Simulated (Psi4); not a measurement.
HF2OS (SMILES [OH+]=S(F)F), charge +1, singlet, geometry from GFN2-xTB; Psi4 with PBE0/6-311++G**.

Input for Psi4:
```
memory 2 GB

molecule mol {
1 1
  O     1.292238   -0.536346    0.124384
  S    -0.122331   -0.085726    0.462428
  F    -0.980179   -0.706323   -0.735271
  F    -0.164806    1.398706   -0.129337
  H     1.924263   -0.569057   -0.612460
}

set basis 6-311++g**
set reference rks
set puream false

energy('pbe0')
print_variables()
```

It wrote (shortened):

```
   => Loading Basis Set <=

    Name: 6-311++G**
    Role: ORBITAL
    Keyword: BASIS

         ---------------------------------------------------------
                                   SCF
               by Justin Turney, Rob Parrish, Andy Simmonett
                          and Daniel G. A. Smith
                              RKS Reference
         ---------------------------------------------------------

  ==> Geometry <==

    Molecular point group: c1
    Full point group: C1

    Geometry (in Angstrom), charge = 1, multiplicity = 1:

       Center              X                  Y                   Z               Mass
    ------------   -----------------  -----------------  -----------------  -----------------
         O            1.327370210784    -0.550845158219     0.127478474964    15.994914619570
         S           -0.087198789216    -0.100225158219     0.465522474964    31.972071174400
         F           -0.945046789216    -0.720822158219    -0.732176525036    18.998403162730
         F           -0.129673789216     1.384206841781    -0.126242525036    18.998403162730
         H            1.959395210784    -0.583556158219    -0.609365525036     1.007825032230

  Running in c1 symmetry.

  Rotational constants: A =      0.26276  B =      0.24964  C =      0.15731 [cm^-1]
  Rotational constants: A =   7877.24456  B =   7484.14827  C =   4716.08852 [MHz]
  Nuclear repulsion =  200.663681280015567

  Charge       = 1
  Multiplicity = 1
  Electrons    = 42
  Nalpha       = 21
  Nbeta        = 21

  ==> Algorithm <==

  SCF Algorithm Type is DF.
  DIIS enabled.
  MOM disabled.
  Fractional occupation disabled.
  Guess Type is SAD.
  Energy threshold   = 1.00e-06
  Density threshold  = 1.00e-06
  Integral threshold = 1.00e-12

  ==> Primary Basis <==

  Basis Set: 6-311++G**
    Blend: 6-311++G**
    Number of shells: 49
    Number of basis functions: 107
    Number of Cartesian functions: 107
    Spherical Harmonics?: false
    Max angular momentum: 2

  ==> DFT Potential <==

   => LibXC <=

    Version 7.1.2
    S. Lehtola, C. Steigemann, M. J. T. Oliveira, and M. A. L. Marques,  SoftwareX 7, 1–5 (2018) (10.1016/j.softx.2017.11.002)

   => Composite Functional: PBE0 <=

    PBE0 Hyb-GGA Exchange-Correlation Functional

    C. Adamo and V. Barone,  J. Chem. Phys. 110, 6158 (1999) (10.1063/1.478522)
    M. Ernzerhof and G. E. Scuseria,  J. Chem. Phys. 110, 5029 (1999) (10.1063/1.478401)

    Deriv               =              1
    GGA                 =           TRUE
    Meta                =          FALSE

    Exchange Hybrid     =           TRUE
    MP2 Hybrid          =          FALSE

   => Exchange Functionals <=

    0.7500   Perdew, Burke & Ernzerhof

   => Exact (HF) Exchange <=

    0.2500               HF

   => Correlation Functionals <=

    1.0000   Perdew, Burke & Ernzerhof

   => LibXC Density Thresholds  <==

    XC_HYB_GGA_XC_PBEH:  1.00E-15

   => Molecular Quadrature <=

    Radial Scheme          =       TREUTLER
    Pruning Scheme         =           NONE
    Nuclear Scheme         =       TREUTLER

    Blocking Scheme        =         OCTREE
    BS radius alpha        =              1
    Pruning alpha          =              1
    Radial Points          =             75
    Spherical Points       =            302
    Total Points           =         110058
    Total Blocks           =            883
    Max Points             =            256
    Max Functions          =            105
    Weights Tolerance      =       1.00E-15

   => Loading Basis Set <=

    Name: (6-311++G** AUX)
    Role: JKFIT
    Keyword: DF_BASIS_SCF

  ==> Integral Setup <==

  SCF_SUBTYPE=INCORE selected. In-core MEM_DF algorithm will be used.
  Using in-core AOs.

  ==> MemDFJK: Density-Fitted J/K Matrices <==

    J tasked:                   Yes
    K tasked:                   Yes
    wK tasked:                   No
    Algorithm:                 Core
    Schwarz Cutoff:           1E-12
    Mask sparsity (%):       1.9041
    Fitting Condition:        1E-10

   => Auxiliary Basis Set <=

  Basis Set: (6-311++G** AUX)
    Blend: AUG-CC-PVTZ-JKFIT
    Number of shells: 146
    Number of basis functions: 628
    Number of Cartesian functions: 628
    Spherical Harmonics?: false
    Max angular momentum: 4

  Minimum eigenvalue in the overlap matrix is 2.2412414009E-03.
  Reciprocal condition number of the overlap matrix is 2.6523215490E-04.
    Using symmetric orthogonalization.

  ==> Pre-Iterations <==

  SCF Guess: Superposition of Atomic Densities via on-the-fly atomic UHF (no occupation information).

   -------------------------
    Irrep   Nso     Nmo
   -------------------------
     A        107     107
   -------------------------
    Total     107     107
   -------------------------

  ==> Iterations <==

                           Total Energy        Delta E     RMS |[F,P]|

   @DF-RKS iter SAD:  -673.32443023822498   -6.73324e+02   0.00000e+00
   @DF-RKS iter   1:  -672.79972072545411    5.24710e-01   7.02299e-03 ADIIS/DIIS
   @DF-RKS iter   2:  -672.42067372183021    3.79047e-01   1.18161e-02 ADIIS/DIIS
   @DF-RKS iter   3:  -672.97776470809367   -5.57091e-01   1.23036e-03 ADIIS/DIIS
   @DF-RKS iter   4:  -672.97906396622739   -1.29926e-03   1.11449e-03 ADIIS/DIIS
   @DF-RKS iter   5:  -672.98344795580874   -4.38399e-03   8.04781e-05 DIIS
   @DF-RKS iter   6:  -672.98346886315903   -2.09074e-05   1.41610e-05 DIIS
   @DF-RKS iter   7:  -672.98346989325012   -1.03009e-06   2.34278e-06 DIIS
   @DF-RKS iter   8:  -672.98346992230290   -2.90528e-08   5.19883e-07 DIIS
  Energy and wave function converged.

  ==> Post-Iterations <==

   Electrons on quadrature grid:
      Ntotal   =   42.0000537103 ; deviation = 5.371e-05

    Orbital Energies [Eh]
    ---------------------

    Doubly Occupied:

       1A    -89.579603     2A    -25.093943     3A    -25.093938
       4A    -19.583131     5A     -8.539485     6A     -6.476654
       7A     -6.475850     8A     -6.467778     9A     -1.602583
      10A     -1.539142    11A     -1.439810    12A     -1.095553
      13A     -0.942364    14A     -0.879477    15A     -0.841350
      16A     -0.780875    17A     -0.757583    18A     -0.726776
      19A     -0.709856    20A     -0.695277    21A     -0.685145

    Virtual:

      22A     -0.341510    23A     -0.319861    24A     -0.243197
      25A     -0.167335    26A     -0.134251    27A     -0.097314
      28A     -0.090864    29A     -0.079328    30A     -0.023218
      31A     -0.006898    32A     -0.000333    33A      0.027449
      34A      0.027799    35A      0.039829    36A      0.071669
      37A      0.092579    38A      0.111256    39A      0.116401
      40A      0.116760    41A      0.151782    42A      0.161900
      43A      0.166295    44A      0.202942    45A      0.219577
      46A      0.267089    47A      0.345171    48A      0.364838
      49A      0.416413    50A      0.586122    51A      0.612376
      52A      0.667925    53A      0.773629    54A      0.782254
      55A      0.885674    56A      1.039209    57A      1.056720
      58A      1.086614    59A      1.113656    60A      1.116549
      61A      1.126295    62A      1.175936    63A      1.183859
      64A      1.311918    65A      1.417682    66A      1.453838
      67A      1.534867    68A      1.575103    69A      1.612961
      70A      1.783301    71A      2.291257    72A      2.532059
      73A      2.564692    74A      2.768630    75A      2.853318
      76A      3.192884    77A      3.478028    78A      3.482978
      79A      3.486687    80A      3.492843    81A      3.500552
      82A      3.503026    83A      3.520468    84A      3.571855
      85A      3.599011    86A      3.898362    87A      4.039786
      88A      4.650741    89A      4.719115    90A      5.179207
      91A      5.960883    92A      5.969153    93A      6.038059
      94A      6.056990    95A      6.057715    96A      6.129487
      97A      6.162211    98A      8.184279    99A      8.191584
     100A     12.546396   101A     16.939601   102A     16.987049
     103A     17.043154   104A     55.073529   105A     73.780574
     106A     73.800504   107A    195.961045

    Final Occupation by Irrep:
              A
    DOCC [    21 ]
    NA   [    21 ]
    NB   [    21 ]

  @DF-RKS Final Energy:  -672.98346992230290

   => Energetics <=

    Nuclear Repulsion Energy =            200.6636812800155667
    One-Electron Energy =               -1317.8099368644418519
    Two-Electron Energy =                 485.6760873767474891
    DFT Exchange-Correlation Energy =     -41.5133017146240917
    Empirical Dispersion Energy =           0.0000000000000000
    VV10 Nonlocal Energy =                  0.0000000000000000
    Total Energy =                       -672.9834699223029020

Computation Completed

Properties will be evaluated at   0.000000,   0.000000,   0.000000 [a0]

Properties computed using the SCF density matrix

 Multipole Moments:

 ------------------------------------------------------------------------------------
     Multipole            Electronic (a.u.)      Nuclear  (a.u.)        Total (a.u.)
 ------------------------------------------------------------------------------------

 L = 1.  Multiply by 2.5417464519 to convert [e a0] to [Debye]
 Dipole X            :         -1.8570047            2.8547924            0.9977877
 Dipole Y            :          0.7072026           -1.1781645           -0.4709619
 Dipole Z            :          0.0420303            0.2514289            0.2934591
 Magnitude           :                                                    1.1417108

 ------------------------------------------------------------------------------------

  Variable Map:
  ----------------------------------------------------------------------------
  "CURRENT ENERGY"              =>    -672.983469922303
  "CURRENT REFERENCE ENERGY"    =>    -672.983469922303
  "DD SOLVATION ENERGY"         =>       0.000000000000
  "DFT FUNCTIONAL TOTAL ENERGY" =>    -672.983469922303
  "DFT TOTAL ENERGY"            =>    -672.983469922303
  "DFT VV10 ENERGY"             =>       0.000000000000
  "DFT XC ENERGY"               =>     -41.513301714624
  "GRID ELECTRONS ALPHA"        =>      21.000026855174
  "GRID ELECTRONS BETA"         =>      21.000026855174
  "GRID ELECTRONS TOTAL"        =>      42.000053710348
  "NUCLEAR REPULSION ENERGY"    =>     200.663681280016
  "ONE-ELECTRON ENERGY"         =>   -1317.809936864442
  "PCM POLARIZATION ENERGY"     =>       0.000000000000
  "PE ENERGY"                   =>       0.000000000000
  "SCF ITERATION ENERGY"        =>    -672.983469922303
  "SCF ITERATIONS"              =>       8.000000000000
  "SCF TOTAL ENERGY"            =>    -672.983469922303
  "TWO-ELECTRON ENERGY"         =>     485.676087376747
  "XC GRID RADIAL POINTS"       =>      75.000000000000
  "XC GRID SPHERICAL POINTS"    =>     302.000000000000
  "XC GRID TOTAL POINTS"        =>  110058.000000000000

  Array Variable Map:
  ----------------------------------------------------------------------------
  "CURRENT DIPOLE"              =>       0.997787656221 ... 0.293459146669 1 by 3
  "SCF DIPOLE"                  =>       0.997787656221 ... 0.293459146669 1 by 3
  "SCF TOTAL ENERGIES"          =>    -673.324430238225 ... -672.983469922303 1 by 9
```
